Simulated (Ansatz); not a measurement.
GeHF3⁺. Total charge 1; doublet. Geometry PBE0-D4/def2-TZVP; atoms count from 1.

```csv
atom,x (Å),y (Å),z (Å)
Ge1,-0.242,0.025,-0.143
H2,1.442,-0.148,0.851
F3,0.126,1.472,-0.870
F4,-1.242,0.028,1.183
F5,-0.083,-1.376,-1.021
```

(1) Estimate the Mulliken populations from the PBE0/def2-TZVP orbitals of Ansatz.

(2) Where does the spin sit?

(3) And the Mayer bond orders between heavy atoms (over 0.3)?

Results:

(1) 
```
atom  charge (e)  spin (α − β)
 Ge1        1.15          0.17
  H2        0.33          0.65
  F3       -0.16          0.06
  F4       -0.16          0.06
  F5       -0.16          0.06
```
Mulliken values depend strongly on the basis.

(2) Summed by element: Ge 0.17, H 0.65, F 0.18, of 1 unpaired in all. Largest on single atoms: H2 0.65, Ge1 0.17, F3 0.06.

(3) Ge1–F3 1.23 (1.66 Å); Ge1–F4 1.23 (1.66 Å); Ge1–F5 1.23 (1.66 Å).
